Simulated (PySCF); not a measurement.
C₆ coefficients of unlike pairs at PBE

Calculated with PySCF 2.14 from the dipole response of each species, C₆(A,B) = (3/π) ∫ α_A(iu) α_B(iu) du, in atomic units, from isotropic polarisabilities. For ions this is the dispersion term alone; charge-induced terms of lower order in 1/R come first.

```json
{"species": "As³⁺", "configuration": "[Ar] 3d10 4s2 (1S)", "basis": "aug-cc-pwCVDZ-PP with ECP10MDF (6s5p4d1f)", "relativity": "core potential", "α (bohr³)": "6.697", "C₆ (like pair)": "20.13"}
{"species": "Xe³⁺", "configuration": "[Kr] 4d10 5s2 5p3 (4S)", "basis": "aug-cc-pVTZ-PP with ECP28MDF (6s5p4d2f)", "relativity": "core potential", "α (bohr³)": "9.424", "C₆ (like pair)": "53.00"}
{"species": "B³⁺", "configuration": "1s2 (1S)", "basis": "aug-cc-pwCVQZ (9s8p6d4f2g)", "relativity": "none", "α (bohr³)": "0.02049", "C₆ (like pair)": "0.002747"}
{"species": "Cd", "configuration": "[Kr] 4d10 5s2 (1S)", "basis": "aug-cc-pVTZ-PP with ECP28MDF (6s6p5d3f2g)", "relativity": "core potential", "α (bohr³)": "46.69", "C₆ (like pair)": "415.2"}
```

Q: Estimate C₆ for Cd with B³⁺.

A: The integral gives 0.4674. The combination rule 2 C_A C_B / (C_A α_B/α_A + C_B α_A/α_B) gives 0.3541 and the geometric mean 1.068.

No spin-orbit coupling is included.

The other pairs:

| pair | C₆ |
| --- | --- |
| B³⁺, Xe³⁺ | 0.2263 |
| Xe³⁺, As³⁺ | 32.38 |
| B³⁺, As³⁺ | 0.1375 |
| Cd, Xe³⁺ | 134.5 |
| Cd, As³⁺ | 86.41 |
